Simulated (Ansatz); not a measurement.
Harmonic frequencies (cm⁻¹) at PBE0-D4/def2-TZVP from Ansatz: 119, 152, 245, 309, 377, 398, 504, 544, 578, 596, 616, 822, 850, 889, 1904, 1937, 3618, 3893.

Each molecule was computed in one conformer, which needn't be the lowest.

Which molecule is it?
A. `[OH][SnH]1[NH][AlH]1`
B. `OB1CO1`
C. `CC1=C[Se]1`
D. `N=CNBCl`

A.
